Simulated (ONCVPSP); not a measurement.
Before and after: ONCV potential for Hg

- Element: mercury
- Generator: ONCVPSP 4.0.1
- Type: optimised norm-conserving Vanderbilt (ONCV)
- Functional: revPBE
- Relativity: fully relativistic
- Frozen core: [Kr] 4d10 4f14
- Valence charge: 20
- Reference configuration: 5s2 5p6 5d10 6s2
- Partial waves: 5s+6s: rc 1.75 bohr, ncon 5, nbas 9, qcut 6.1 1/bohr, 2 projectors; 5p: rc 1.05 bohr, ncon 4, nbas 7, qcut 6.8 1/bohr, 2 projectors, debl 1.3 Ha; 5d: rc 1.90 bohr, ncon 3, nbas 7, qcut 8 1/bohr, 2 projectors, debl 1.9 Ha
- Local potential: polynomial inside 0.95 bohr (lpopt 5, dvloc0 2 Ha)
- Core correction: none

Open shells are filled in proportion to 2j + 1.

In the p channel the program set the typed energies aside and used -2.262, 0.250 Ha (j = l + 1/2; the other j can differ).

All-electron outer shells of the reference configuration (revPBE, scalar-relativistic, ld1.x):

```
shell  level (eV)  outermost node (bohr)  outermost maximum (bohr)
   5s     -118.09                   0.47                      0.82
   4f      -95.79                      –                      0.37
   5p      -66.44                   0.51                      0.93
   5d       -9.80                   0.55                      1.17
   6s       -6.72                   1.08                      2.21
```

Change: d: rc 2.46.

Cutoffs: the cutoffs (Ha) at which the residual kinetic energy of the hardest occupied pseudo-wave falls to 1 and 0.1 mHa per electron; they do not see the model core or the augmentation charge, which bear on the density cutoff. Errors are all-electron minus pseudo energies relative to the spin-unpolarised reference configuration.

Q: How do hardness, ghosts and transferability respond?

A: The potential gets neither clearly harder nor softer (125 Ha and 146 Ha → 125 Ha and 146 Ha); the p channel sets the loose cutoff, while the largest relative change is in d, which becomes softer; of the 4 tests that both files solve, the error grows in 1 and shrinks in 1 by more than 15 % and 0.3 meV (median size 7.9 → 8.2 meV); neither file shows a bound ghost.

| quantity | base | changed |
| --- | --- | --- |
| cutoff, loose | 125 Ha | 125 Ha |
| cutoff, tight | 146 Ha | 146 Ha |
| loose cutoff by channel | s 16 Ha, p 125 Ha, d 21 Ha | s 16 Ha, p 125 Ha, d 18 Ha |
| bound ghosts | none | none |
| GHOST(+) flags under 300 eV | s at 43.6 eV | s at 43.6 eV |
| error for 5s2 5p6 5d10 6s1, meV [ΔE 10.59 eV] | -1.5 | -0.9 |
| error for 5s2 5p6 5d10 6s0, meV [ΔE 29.43 eV] | -8.8 | -8.9 |
| error for 5s2 5p6 5d9 6s0, meV [ΔE 64.88 eV] | -6.9 | -7.5 |
| error for 5s2 5p5 5d10 6s2, meV [ΔE 74.47 eV] | -10 | -58 |
| s: phases at 1.77 bohr within 0.05 rad from the reference energy up to (Ha; the scan ends near 5) | 1.5 | 1.5 |
| p3/2: phases at 1.07 bohr within 0.05 rad from the reference energy up to (Ha; the scan ends near 5) | to the end of the scan | to the end of the scan |
| p1/2: phases at 1.07 bohr within 0.05 rad from the reference energy up to (Ha; the scan ends near 5) | to the end of the scan | to the end of the scan |
